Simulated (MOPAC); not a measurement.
A run for MOPAC: AM1 on H4PbSi (SMILES [SiH3][PbH]), a point of a bond scan (R = 3.425 Å).

```
AM1 1SCF PRECISE CHARGE=0 THREADS=1
H4PbSi

Pb     0.01264380 1     0.35481597 1     0.33070929 1
H     -0.43048829 1     1.47502972 1    -1.08006028 1
Si    -0.03318368 1    -1.72695224 1    -1.46551517 1
H      2.23520126 1    -1.20197450 1    -3.97741983 1
H     -1.37568005 1    -1.84281653 1    -2.09941456 1
H      0.28087739 1    -3.05109006 1    -0.86382657 1
```

It printed:

```
*******************************************************************************
 **                                                                           **
 **                              MOPAC v23.2.5                                **
 **                                                                           **
 *******************************************************************************
 ** MOPAC's Digital Object Identifier: https://doi.org/10.5281/zenodo.6511958 **
 **                                                                           **
 ** Please cite the open-source release paper for use of this MOPAC version:  **
 ** J. E. Moussa and J. J. P. Stewart (2026)                                  **
 ** MOPAC: An open-source semiempirical molecular orbital program             **
 ** J. Open Source Softw., 11(119), 8025, https://doi.org/10.21105/joss.08025 **
 *******************************************************************************

                              AM1 CALCULATION RESULTS

 *******************************************************************************
 *  AM1        - The AM1 Hamiltonian to be used
 *
 *
 *
 *                 CHARGE ON SYSTEM = 0
 *
 *
 *
 *  PRECISE    - TIGHTER CRITERIA TO BE USED
 *  1SCF       - DO 1 SCF AND THEN STOP
 *  THREADS=1  - MULTI-THREADING NOT USED
 *  T=         - A TIME OF 172800.0 SECONDS REQUESTED
 *  DUMP=N     - RESTART FILE WRITTEN EVERY 7200.0 SECONDS REQUESTED
 *******************************************************************************
AM1 1SCF PRECISE CHARGE=0 THREADS=1
 H4PbSi

   ATOM   CHEMICAL          X               Y               Z
  NUMBER   SYMBOL      (ANGSTROMS)     (ANGSTROMS)     (ANGSTROMS)

     1      Pb          0.01264380  *   0.35481597  *   0.33070929  *
     2       H         -0.43048829  *   1.47502972  *  -1.08006028  *
     3      Si         -0.03318368  *  -1.72695224  *  -1.46551517  *
     4       H          2.23520126  *  -1.20197450  *  -3.97741983  *
     5       H         -1.37568005  *  -1.84281653  *  -2.09941456  *
     6       H          0.28087739  *  -3.05109006  *  -0.86382657  *



          CARTESIAN COORDINATES

    NO.       ATOM           X           Y           Z

     1        Pb          0.0126      0.3548      0.3307
     2         H         -0.4305      1.4750     -1.0801
     3        Si         -0.0332     -1.7270     -1.4655
     4         H          2.2352     -1.2020     -3.9774
     5         H         -1.3757     -1.8428     -2.0994
     6         H          0.2809     -3.0511     -0.8638

  H: (AM1): M.J.S. DEWAR ET AL, J. AM. CHEM. SOC. 107 3902-3909 (1985)
 Si: (AM1): M.J.S.DEWAR, C. JIE, ORGANOMETALLICS, 6, 1486-1490 (1987).
 Pb: (AM1): J. J. P. STEWART, J. MOL. MOD., 10, 155-164 (2004)

           Empirical Formula: H4 Pb Si  =     6 atoms



      MOLECULAR POINT GROUP   :   C1


      RHF CALCULATION, NO. OF DOUBLY OCCUPIED LEVELS = 6


 -------------------------------------------------------------------------------
 AM1 1SCF PRECISE CHARGE=0 THREADS=1
 H4PbSi



     1SCF WAS SPECIFIED, SO BFGS WAS NOT USED
     SCF FIELD WAS ACHIEVED


                              AM1 CALCULATION
                                                       MOPAC v23.2.5 Linux




          FINAL HEAT OF FORMATION =        174.57695 KCAL/MOL =     730.42995 KJ/MOL


          COSMO AREA              =        132.20 SQUARE ANGSTROMS
          COSMO VOLUME            =        118.58 CUBIC ANGSTROMS

          IONIZATION POTENTIAL    =          7.487766 EV
          HOMO LUMO ENERGIES (EV) =         -7.488 -2.638
          NO. OF FILLED LEVELS    =          6
          MOLECULAR WEIGHT        =        239.3171         POINT GROUP:  C1

          MOLECULAR DIMENSIONS (Angstroms)

            Atom       Atom       Distance
            H     4   Pb     1     5.09150
            H     6    H     2     4.33059
           Pb     1    H     5     2.58896


          SCF CALCULATIONS        =          1





   ATOM   CHEMICAL          X               Y               Z
  NUMBER   SYMBOL      (ANGSTROMS)     (ANGSTROMS)     (ANGSTROMS)

     1      Pb          0.01264380  *   0.35481597  *   0.33070929  *
     2       H         -0.43048829  *   1.47502972  *  -1.08006028  *
     3      Si         -0.03318368  *  -1.72695224  *  -1.46551517  *
     4       H          2.23520126  *  -1.20197450  *  -3.97741983  *
     5       H         -1.37568005  *  -1.84281653  *  -2.09941456  *
     6       H          0.28087739  *  -3.05109006  *  -0.86382657  *

                             CARTESIAN COORDINATES

   1   Pb        0.012643800     0.354815970     0.330709290
   2    H       -0.430488290     1.475029720    -1.080060280
   3   Si       -0.033183680    -1.726952240    -1.465515170
   4    H        2.235201260    -1.201974500    -3.977419830
   5    H       -1.375680050    -1.842816530    -2.099414560
   6    H        0.280877390    -3.051090060    -0.863826570


           Empirical Formula: H4 Pb Si  =     6 atoms



      MOLECULAR POINT GROUP   :   C1


                  EIGENVALUES
 -18.14452 -13.98012 -11.94612  -9.65713  -8.91574  -7.48777  -2.63772  -1.87839
  -0.94262   0.90370   1.87336   2.48415


              NET ATOMIC CHARGES AND DIPOLE CONTRIBUTIONS

  ATOM NO.   TYPE          CHARGE      No. of ELECS.   s-Pop       p-Pop
    1         Pb           0.424510        3.5755     1.91346     1.66203
    2          H          -0.226765        1.2268     1.22677
    3         Si          -0.016356        4.0164     0.98179     3.03456
    4          H           0.009339        0.9907     0.99066
    5          H          -0.094585        1.0946     1.09458
    6          H          -0.096143        1.0961     1.09614
 DIPOLE           X         Y         Z       TOTAL
 POINT-CHG.     1.093     1.445     3.140     3.625
 HYBRID        -0.783    -0.791    -2.414     2.658
 SUM            0.310     0.654     0.726     1.025


          ATOMIC ORBITAL ELECTRON POPULATIONS

     Atom    s        px        py        pz
    1 Pb   1.91346   0.10903   0.71045   0.84255
    2  H   1.22677
    3 Si   0.98179   0.93200   1.09462   1.00794
    4  H   0.99066
    5  H   1.09458
    6  H   1.09614

 **********************
 *                    *
 * JOB ENDED NORMALLY *
 *                    *
 **********************




 == MOPAC DONE ==
```

The run finished.

Cost: roughly 0.020 core-seconds.
